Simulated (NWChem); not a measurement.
System: InH3Se; SMILES [SeH][InH2]

Here is an NWChem input.

```
start job
memory heap 200 mb stack 900 mb global 1100 mb
geometry units angstroms
  In     0.021034     1.098112     0.000000
  H     -1.540220     1.851053     0.000000
  H      1.601247     1.812964     0.000000
  Se    -0.066365    -1.446334     0.000000
  H      1.415128    -1.550511     0.000000
end
basis spherical
  In library sto-3g
  H library sto-3g
  Se library sto-3g
end
dft
  xc hfexch
  iterations 150
end
driver
  maxiter 120
end
task dft optimize
task dft freq
```

This build's default masses of Se (78.918 u) and Br (79.917 u) are each other's, which moves their modes by up to 0.6 %.

The level has its own optimisation; frequencies are unscaled.

**Question.** Give the results of this calculation. (Hartree-Fock/STO-3G, non-relativistic.) Quantities: r H–In (Å); r In–Se (Å); r H–Se (Å); highest harmonic frequency (cm⁻¹); lowest (cm⁻¹); zero-point energy (kcal/mol); dipole (D).

**Answer.** 
```yaml
r H–In (Å): 1.573
r In–Se (Å): 2.446
r H–Se (Å): 1.436
highest harmonic frequency (cm⁻¹): 2900
lowest (cm⁻¹): 270
zero-point energy (kcal/mol): 14.7
dipole (D): 2.22
```
